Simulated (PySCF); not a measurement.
**SeCl₃: from structure and modes to constants**

Level of theory: PySCF, UB3LYP, basis Se def2-SVP, Cl def2-SVP (no relativity, density fitting).

The doublet minimum has C3v symmetry. Masses (u): Se 79.91652, Cl 34.96885.

```xyz
4
charge 0 multiplicity 2, angstrom
Se    0.0000    0.0000   -0.2663
Cl    2.2488    0.0000    0.2015
Cl   -1.1244    1.9475    0.2015
Cl   -1.1244   -1.9475    0.2015
```

Harmonic wavenumbers (cm⁻¹): 31.1 (e, ×2), 141.1 (a1, ×1), 300.5 (e, ×2), 323.6 (a1, ×1).

(1) What is the harmonic zero-point energy?

(2) Find the vibrational entropy and heat capacity at 298.15 K.

## Answers

(1) Half the sum of all 6 wavenumbers, 1128/2 = 564 cm⁻¹, which is 6.7 kJ/mol (1 cm⁻¹ = 0.0119627 kJ/mol).

(2) With u = 1.43878 ω/T, each mode gives S = R[u/(eᵘ−1) − ln(1−e⁻ᵘ)] and C = R u² eᵘ/(eᵘ−1)².
| ω (cm⁻¹) | u | S (J/(mol K)) | C (J/(mol K)) |
| --- | --- | --- | --- |
| 31.1 (×2) | 0.150 | 24.10 | 8.30 |
| 141.1 | 0.681 | 11.67 | 8.00 |
| 300.5 (×2) | 1.450 | 5.92 | 7.00 |
| 323.6 | 1.562 | 5.40 | 6.81 |
The sums over all modes are S = 77.1 and C = 45.4 J/(mol K); the softest mode gives 31 % of the entropy (each member, where degenerate).

Other isomers or separated fragments may lie lower.
